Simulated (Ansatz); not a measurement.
## Energy profile

The step: ZnH₂SO ([OH][Zn][SH]) + AsH₃ → ZnAsH₃O ([OH][Zn][AsH2]) + H₂S; bonds formed: Zn1–As5, S2–H4; bonds broken: Zn1–S2, H4–As5 (atoms numbered as in the saddle structure below).

```
9
angstrom
Zn -0.4146 0.1978 -0.8290
S 1.8684 -0.3666 -0.6908
O -1.6612 0.8061 -1.9657
H 0.6375 -0.4922 0.5625
As -0.9542 -0.4226 1.6245
H 2.1645 0.8576 -0.2212
H -1.3234 0.9685 -2.8488
H 0.0800 0.2630 2.4971
H -0.3971 -1.8114 1.8714
```

Electronic energies by CCSD(T) at an estimated basis limit (MP2 extrapolated from triple and quadruple zeta, plus CCSD(T) − MP2 in triple zeta), on PBE0-D4/def2-TZVP structures; ZnAsH₅SO, singlet; no counterpoise correction. Computed with Ansatz 0.2.0 (basis: def2-TZVPP and def2-QZVPP); correlated methods freeze the cores. The 3s and 3p shells of Cu and Zn are frozen; filled d shells are correlated. The def2 sets are not built for correlating such inner shells, so the correlated values are less sure here. Extrapolation: Hartree–Fock as exp(−7.88 √X), correlation as X^−2.97.

**Question.** Give the profile in kJ/mol, counted from the separated reactants. (To be estimated.)

**Answer.** By the calculation:
```
                                                                                                       point  kJ/mol
  separated: ZnH₂SO (linked as [OH][Zn][SH]; Zn1, S2, O3, H6, H7; singlet) + AsH₃ (H4, As5, H8, H9; singlet)     0.0
                                                                                             start structure   -14.7
                                                                                                      saddle   106.9
                                                                                               end structure    -2.3
separated: ZnAsH₃O (linked as [OH][Zn][AsH2]; Zn1, O3, As5, H7, H8, H9; singlet) + H₂S (S2, H4, H6; singlet)    17.2
```

No T1 diagnostic of these runs exceeds 0.017.

For scale, one of the runs: CCSD(T)/def2-TZVPP, 255 basis functions, launched by `ansatz run in.yaml --threads 8 --pin off --events-out ev --progress --plain --max-ram 19148MiB`. The run took 3.6 min on 8 CPU threads of an Intel Xeon (shared host), with 5.6 GiB of host memory at its peak.
